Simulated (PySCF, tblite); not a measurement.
Isomers of C5H8F2, one GFN2-xTB conformer each. Single-point energies are computed at PBE0/pcSseg-1 (PySCF, gas phase, no added dispersion term), electronic only.

```json
{"SMILES": "F[C@@H]1CCC[C@H]1F", "GFN2-xTB relative energy (kcal/mol)": "0.0"}
{"SMILES": "C[C@H](F)/C=C/CF", "GFN2-xTB relative energy (kcal/mol)": "28.1"}
```

Conformers: `[F:1][C@@H:2]1[CH2:3][CH2:4][CH2:5][C@H:6]1[F:7]` with F1–C2–C3–C4 -138°, C2–C3–C4–C5 36°, C3–C4–C5–C6 -40°, C4–C5–C6–F7 -89°; `[CH3:1][C@H:2]([F:3])/[CH:4]=[CH:5]/[CH2:6][F:7]` with C1–C2–C4–C5 117°, C4–C5–C6–F7 1°.

What does PBE0/pcSseg-1 give for the same structures?

```tsv
SMILES	PBE0/pcSseg-1 E (Eh)	PBE0/pcSseg-1 (kcal/mol)	GFN2-xTB (kcal/mol)	point group
F[C@@H]1CCC[C@H]1F	-394.56756	0.0	0.0	C1
C[C@H](F)/C=C/CF	-394.53879	18.1	28.1	C1
```

Both levels put the same isomer lowest. As drawn, the higher has a C=C bond outside aromatic rings, which the lower lacks.

Which frontier levels, dipoles and rotational constants go with these structures?

| SMILES | HOMO (eV, PBE0/pcSseg-1) | LUMO (eV) | dipole (D) | A, B, C (MHz) |
| --- | --- | --- | --- | --- |
| F[C@@H]1CCC[C@H]1F | -8.87 | 1.25 | 1.89 | 3227, 2724, 1820 |
| C[C@H](F)/C=C/CF | -7.50 | 0.24 | 0.29 | 5809, 1215, 1067 |

What happens when harmonic zero-point energies from GFN2-xTB frequencies are added?

| SMILES | ZPE (kcal/mol) | electronic (kcal/mol) | with ZPE (kcal/mol) |
| --- | --- | --- | --- |
| F[C@@H]1CCC[C@H]1F | 77.0 | 0.0 | 0.0 |
| C[C@H](F)/C=C/CF | 74.2 | 18.1 | 15.3 |

The zero-point energies span 2.8 kcal/mol. The order is unchanged.
